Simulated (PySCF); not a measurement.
Gas-phase reaction: 3 GeHCl₃ + 2 GeH₃ → 4 GeH₂Cl₂ + GeHCl

Computed with PySCF and rigid-rotor harmonic-oscillator thermochemistry at 1 bar. † marks an energy on the PBE0/def2-TZVP geometry and frequencies; other levels use their own. CCSD(T) freezes the core. 6-31G* has spherical d functions here. Open shells (unrestricted): GeH₃ (multiplicity 2); the rest are closed-shell singlets. Ge: all electrons, no relativistic terms. GeH₃, GeHCl: computed as isolated molecules; such fragments, hydroxides, amides, oligomers or adducts are transient or little studied in the gas. CCSD(T) isn't extrapolated to the basis-set limit.

```
level                ΔH°(298 K), kJ
-------------------  --------------
CCSD(T)/def2-TZVPP†      (withheld)
HF/6-31G*                (withheld)
PBE/def2-TZVP†                 -158
PBE0/def2-SVP†                 -141
r2SCAN/def2-TZVP†              -130
LDA/def2-TZVP†           (withheld)
ωB97X-V/def2-TZVP†             -162
```

Q: Complete the blanks.

A: 
- CCSD(T)/def2-TZVPP†, ΔH°(298 K), kJ: -147
- HF/6-31G*, ΔH°(298 K), kJ: -122
- LDA/def2-TZVP†, ΔH°(298 K), kJ: -157
